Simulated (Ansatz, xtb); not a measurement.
# C5H3ClN2: which of two isomers lies lower

We compare I, `C#Cc1c[nH]c(Cl)n1`, a singlet, with II, `N#Cc1ccc(Cl)[nH]1`, a singlet. Both are isolated molecules in the gas phase, relaxed with PBE-D3(BJ)/def2-SVP.

I (Å):

```csv
atom,x (Å),y (Å),z (Å)
C,-0.6125,2.9708,-0.8068
C,-0.8590,1.8077,-0.5109
C,-1.1287,0.4557,-0.1597
C,-0.2771,-0.4243,0.5125
C,-2.2021,-1.3918,0.0156
Cl,-3.3726,-2.6508,-0.0546
N,-0.9827,-1.6038,0.6156
N,-2.3316,-0.1789,-0.4599
H,-0.4035,3.9974,-1.0717
H,0.7358,-0.3020,0.9075
H,-0.6707,-2.4726,1.0507
```

II (Å):

```xyz
11

C    -0.6866   -1.6721   -1.4469
C    -0.9750   -0.6680   -0.4921
C    -1.6631   -0.7347    0.7289
C    -1.6681    0.5654    1.2960
C    -0.9821    1.3927    0.4047
Cl   -0.6363    3.0703    0.4963
N    -0.4437   -2.5026   -2.2444
N    -0.5678    0.6499   -0.6667
H    -2.1086   -1.6421    1.1487
H    -2.1143    0.8828    2.2429
H    -0.0439    1.0097   -1.4642
```

Quicker runs give these differences E(II) − E(I): GFN2-xTB −0.684 eV; HF/STO-3G −1.794 eV (at GFN2-xTB geometries); r2SCAN-D4/def2-SVP −1.373 eV (at GFN2-xTB geometries).

Task: Estimate E(II) − E(I) at the level CCSD(T)/def2-SVP + ΔMP2/def2-TZVPP.

Result: Calculated at CCSD(T)/def2-SVP + ΔMP2/def2-TZVPP: E(II) − E(I) = −1.378 eV, so structure II lies lower.

How the difference moves with the method:

```json
{"level": "GFN2-xTB", "geometry": "GFN2-xTB", "E(II) − E(I) (eV)": "−0.684", "departure from the last row (eV)": "+0.694", "job, with rough time for the two": "optimisation, 0.099 s"}
{"level": "HF/STO-3G", "geometry": "GFN2-xTB", "E(II) − E(I) (eV)": "−1.794", "departure from the last row (eV)": "−0.416", "job, with rough time for the two": "single point, 0.28 s"}
{"level": "r2SCAN-D4/def2-SVP", "geometry": "GFN2-xTB", "E(II) − E(I) (eV)": "−1.373", "departure from the last row (eV)": "+0.005", "job, with rough time for the two": "single point, 1.9 s"}
{"level": "PBE-D3(BJ)/def2-SVP", "geometry": "PBE-D3(BJ)/def2-SVP", "E(II) − E(I) (eV)": "−1.362", "departure from the last row (eV)": "+0.016", "job, with rough time for the two": "optimisation, 13 s"}
{"level": "HF/def2-SVP", "geometry": "PBE-D3(BJ)/def2-SVP", "E(II) − E(I) (eV)": "−1.393", "departure from the last row (eV)": "−0.015", "job, with rough time for the two": "part of the CCSD(T) run"}
{"level": "MP2/def2-SVP", "geometry": "PBE-D3(BJ)/def2-SVP", "E(II) − E(I) (eV)": "−1.500", "departure from the last row (eV)": "−0.122", "job, with rough time for the two": "part of the CCSD(T) run"}
{"level": "CCSD(T)/def2-SVP", "geometry": "PBE-D3(BJ)/def2-SVP", "E(II) − E(I) (eV)": "−1.429", "departure from the last row (eV)": "−0.051", "job, with rough time for the two": "single point"}
{"level": "CCSD(T)/def2-SVP + ΔMP2/def2-TZVPP", "geometry": "PBE-D3(BJ)/def2-SVP", "E(II) − E(I) (eV)": "−1.378", "departure from the last row (eV)": "", "job, with rough time for the two": "single point, 35 s"}
```

As drawn, II has 1 C≡N, 2 C∷C in place of 1 C≡C, 2 C∷N (∷ is an aromatic bond).

None of the levels shown reverses the order. The largest departure from CCSD(T)/def2-SVP + ΔMP2/def2-TZVPP is that of GFN2-xTB, 0.694 eV. The last row adds to CCSD(T) the change of the MP2 difference between the two basis sets, here +0.051 eV.

With thermal terms from frequencies at re-optimised GFN2-xTB minima (ideal gas, soft modes damped towards free rotors, one conformer each, 298.15 K, 1 atm): on the last row, ΔE + ΔZPE = −1.333, ΔH = −1.340, ΔG = −1.329 eV.

The correlated steps freeze 12 core orbitals. Codes used: Ansatz 0.2.0, xtb 6.7.1; the last row on 2 threads of AMD EPYC 9R45 96-Core Processor (Zen 5) on a shared host.
